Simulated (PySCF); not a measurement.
## PbH₂, singlet: data card

Method: PBE0/[Pb x2c-TZVPall, H x2c-TZVPall], spin-free X2C, density fitting, no spin–orbit coupling, PySCF.

The structure is a minimum.

Z-matrix (Å, degrees; charge 0 multiplicity 1):
```
Pb
H  1 1.8775
H  1 1.8775 2 80.82
```

- Point group: C2v
- Bond lengths: Pb–H 1.877 Å (×2)
- Bond angles: H–Pb–H 80.8°
- Rotational constants: 5.646, 4.132, 2.386 cm⁻¹
- Dipole moment: 1.80 D
- Entropy at 298.15 K and 1 bar: 237.9 J/(mol K)
- Highest occupied level: -6.97 eV
- Principal quadrupole moments (Buckingham, traceless) about the centre of mass: -5.19, -2.66, 7.85 D Å
- Enthalpy at 298.15 K above 0 K: 10.17 kJ/mol
- Principal polarisabilities: 30.3, 50.5, 55.6 bohr³
- Zero-point energy: 22.8 kJ/mol
- Heat capacity Cp at 298.15 K: 36.8 J/(mol K)
- Lowest empty level: -2.86 eV
- Rotational symmetry number: 2

Harmonic modes (masses in u: Pb 207.977, H 1.008):
```tsv
symmetry	ω (cm⁻¹)	IR (km/mol)
a1	765	46.6
b2	1508	486
a1	1532	463
```

In C2v the vibrations span 2a1 + b2. Here b1 is antisymmetric to the molecular plane and b2 lies in it.

Charges (e):
```tsv
atom	Mulliken	Löwdin	polar tensor	Mayer order to Pb1
Pb1	0.21	0.26	0.66	–
H2,3	-0.10	-0.13	-0.33	0.97
```

Mulliken populations on Pb1: s 11.92, p 25.80, d 30.06, f 14.01.

Outer orbital energies (eV). occupied: -23.62, -23.48, -23.41, -23.24, -23.08, -14.15, -7.42, -6.97; empty: -2.86, 0.22, 0.97, 4.83.

Counting electrons, lead keeps 2 of its valence electrons outside its bonds, so the VSEPR class is AX2E1 and the expected shape is bent (C2v), as computed. The angle of 81° is close to 90°: the heavy centre bonds with nearly pure p orbitals and keeps its lone pair s-like.

With an element this heavy the missing spin–orbit coupling can shift these numbers.

The final relaxation and frequency run took 84 s on 2 threads of a shared Arm Neoverse N1 host, with 95 basis functions and 12 gradients; the process peaked at 0.94 GiB.
